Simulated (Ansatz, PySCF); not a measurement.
System: silicic acid, sum formula H4SiO4, charge 0, multiplicity 1. 
Structure (B3LYP-D3(BJ)/def2-TZVP (Ansatz, a quantum-chemistry and plane-wave program) minimum search):
```xyz
9

Si     0.0000     0.0000     0.0000
O      1.0070    -0.0221    -1.2898
O     -1.4696     0.1493    -0.7044
O      0.1298    -1.3336     0.9396
O      0.3327     1.2064     1.0545
H      1.9177    -0.2768    -1.1241
H     -2.2079     0.3566    -0.1267
H     -0.1937    -2.1579     0.5689
H      0.4839     2.0782     0.6818
```
Charge 0, spin multiplicity 1.

PBE beside other levels, property by property. Cores are frozen in the correlated levels unless marked. UHF or UKS for open shells. Spin-orbit coupling is left out. Non-relativistic. Basis-set limits of correlation are two-point, X^-3; Hartree-Fock from the larger set. The bracket is a focal-point correction in the basis named. Rows marked 298 K are enthalpies with B3LYP-D3(BJ) harmonic zero-point and thermal terms. Atomisation energies are electronic, to ground-state atoms; the column to compare with has the core term from cc-pwCVTZ added, other frozen-core levels have none. Frequencies are from Ansatz or PySCF. The coupled-cluster column (Ansatz) is a level with limits of its own: (a) RI-MP2/CBS(aug-cc-pV(T+d)Z,aug-cc-pV(Q+d)Z)+[CCSD(T)-MP2]/aug-cc-pV(T+d)Z; (b) RI-MP2/CBS(cc-pV(T+d)Z,cc-pV(Q+d)Z)+[CCSD(T)-MP2]/cc-pV(T+d)Z.

| property | PBE/def2-TZVPD (Ansatz) | SVWN5/def2-TZVPD (Ansatz) | wB97M-V/def2-TZVPD (Ansatz) | B2PLYP-D3(BJ)/def2-TZVPD (Ansatz + dftd3) | coupled cluster |
|---|---|---|---|---|---|
| O-Si bond dissociation enthalpy, 298 K, to [OH] (HO) + O[Si](O)O (kcal/mol) | 128.1 | 149.9 | 136.3 | 132.8 | 138.3 (a) |
| proton affinity at O, enthalpy at 298 K, to O[Si](O)(O)[OH2+] (kcal/mol) | 185.6 | 181.5 | 184.4 | 185.5 | 186.1 (a) |
| atomisation energy (kcal/mol) | 899.2 | 1035.0 | 895.4 | 884.1 | 906.3 (a) |
| H-O bond dissociation enthalpy, 298 K, to [O][Si](O)(O)O + H atom (kcal/mol) | 113.9 | 130.2 | 118.7 | 117.7 | 122.6 (b) |

As the rows show:
- O-Si bond dissociation enthalpy, 298 K, to [OH] (HO) + O[Si](O)O: PBE lies 10.2 kcal/mol below coupled cluster.
- proton affinity at O, enthalpy at 298 K, to O[Si](O)(O)[OH2+]: PBE lies 0.5 kcal/mol below coupled cluster.
- atomisation energy: PBE lies 7.1 kcal/mol below coupled cluster.
- H-O bond dissociation enthalpy, 298 K, to [O][Si](O)(O)O + H atom: PBE lies 8.7 kcal/mol below coupled cluster.
